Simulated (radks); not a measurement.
Charge is removed step by step from the 5d3/2 level of La, starting from [Xe] 5d(3/2: 1, 5/2: 0) 6s2. Method: Dirac Kohn-Sham, PBE, spin-unpolarised, spherical densities, finite nucleus; Fermi nuclear charge, rms radius 4.855 fm; computed with a radial shooting solver on a logarithmic mesh with Libxc functionals.

removed (e)  E - E(0) (eV)  eigenvalue (eV)  E minus straight line (eV)
0                    0.000           -3.172                       0.000
0.125                0.445           -3.945                      -0.367
0.25                 0.987           -4.747                      -0.636
0.375                1.632           -5.576                      -0.802
0.5                  2.382           -6.429                      -0.864
0.625                3.241           -7.306                      -0.817
0.75                 4.210           -8.206                      -0.659
0.875                5.293           -9.127                      -0.388
1                    6.492          -10.067                       0.000

Removing the whole electron costs 6.492 eV by Delta-SCF, against 3.172 eV from minus the eigenvalue at the starting occupation. Slater's transition state (half an electron removed) gives 6.429 eV. Integrating minus the eigenvalue over the occupation (Janak's theorem) gives 6.492 eV. The mean slope of the eigenvalue, de/dn, is 6.90 eV per electron.
